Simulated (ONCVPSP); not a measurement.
## Which setting gave this result? (N (Z = 7), ONCV)

Base potential:

ONCVPSP 4.0.1 input, shortened (lines: element, Z, core and valence counts, functional; n l f; lmax; l rc ep ncon nbas qcut; lloc lpopt rc5 dvloc0; l nproj debl; icmod fcfact rcfact), BLYP, scalar-relativistic:

```
  N 7.00    1    2  -106131      upf
    1    0    2.00
    2    0    2.00
    2    1    2.75
    2
    0    0.85    0.00    4    8    8.30
    1    2.10    0.00    5    8    7.40
    2    2.00    0.03    4    7    4.50
    4    2    0.70    3.00
    0    3    3.90
    1    2    1.90
    2    2    2.60
    3    4.50    1.65
```

Cutoffs, loose and tight: the cutoffs (Ha) at which the residual kinetic energy of the hardest occupied pseudo-wave falls to 1 and 0.1 mHa per electron. They do not see the model core or the augmentation charge, which bear on the density cutoff. Test errors are all-electron minus pseudo excitation energies from the reference, over the configurations 2s2 2p3; 2s2 2p2; 2s2 2p1; 2s2 2p2.5; variants that change the core or the reference have their own tests.

Only the scale of all radii but the core radius (base = 1) is moved (1 further runs of the sweep failed or gave no value and are left out):

```csv
scale of all radii but the core radius (base = 1),"cutoff, loose","cutoff, tight",bound ghosts,largest test error (meV),median size of the test errors
0.84,31 Ha,301 Ha,s,+187,9.1 meV
0.9,29 Ha,96 Ha,s,+234,11.6 meV
0.95,30 Ha,51 Ha,s,+280,14.2 meV
1.01,30 Ha,56 Ha,s,+343,17.9 meV
1.15,28 Ha,47 Ha,none,+533,29.4 meV
1.19,28 Ha,37 Ha,none,+590,32.8 meV
1.27,26 Ha,34 Ha,none,+721,41.0 meV
1.33,25 Ha,32 Ha,none,+805,46.6 meV
```

Q: One more run gave cutoff, loose: 29 Ha; cutoff, tight: 55 Ha; bound ghosts: s; largest test error (meV): +438; median size of the test errors: 23.4 meV. Which value of the scale of all radii but the core radius (base = 1) was used?

A: 1.08. The median size of the test errors moves one way along this sweep, from 9.1 meV at 0.84 to 46.6 meV at 1.33, which places the run between 1.01 and 1.15.
